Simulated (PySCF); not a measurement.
Ir³³⁺: ionisation energy

Ir³³⁺ [Kr] 4d8 [4d3/2^4 4d5/2^4, M_J = 4] → Ir³⁴⁺ [Kr] 4d7 [4d3/2^4 4d5/2^3, M_J = 9/2], as a difference of total energies. Calculation: PySCF 2.14, in an uncontracted even-tempered set (17 s from 3.3 bohr⁻², ratio 2.8; 14 p from 4.3 bohr⁻², ratio 2.8; 9 d from 4.3 bohr⁻², ratio 2.8; 3 f from 20 bohr⁻², ratio 3); the two-component X2C-1e Hamiltonian. Correlated levels: [Ar] 3d10 frozen; the 92 highest virtual spinors dropped. "Screened" scales the spin-orbit matrix elements by Boettger's factors to mimic the two-electron term; Breit and QED terms are absent.

| method | ionisation energy (eV) |
| --- | --- |
| GHF (spin-free) | 1441.9 |
| GMP2 (spin-free) | 1442.3 |
| GHF (screened spin-orbit) | 1434.4 |
| GMP2 (screened spin-orbit) | 1434.7 |

Breit and QED terms and the two-electron picture change are absent.

The spin-free rows relax to the high-spin LS determinant and lack the spin-orbit shift.

The labels give the starting determinants; with spin-orbit coupling the two ends relaxed to ⟨J²⟩ = 20.00, ⟨L²⟩ = 13.03, ⟨S²⟩ = 1.87 and ⟨J²⟩ = 24.75, ⟨L²⟩ = 15.64, ⟨S²⟩ = 2.69.

For comparison: 1436 ± 5 eV (theoretical estimate listed by NIST; NIST Atomic Spectra Database, ionization energies).
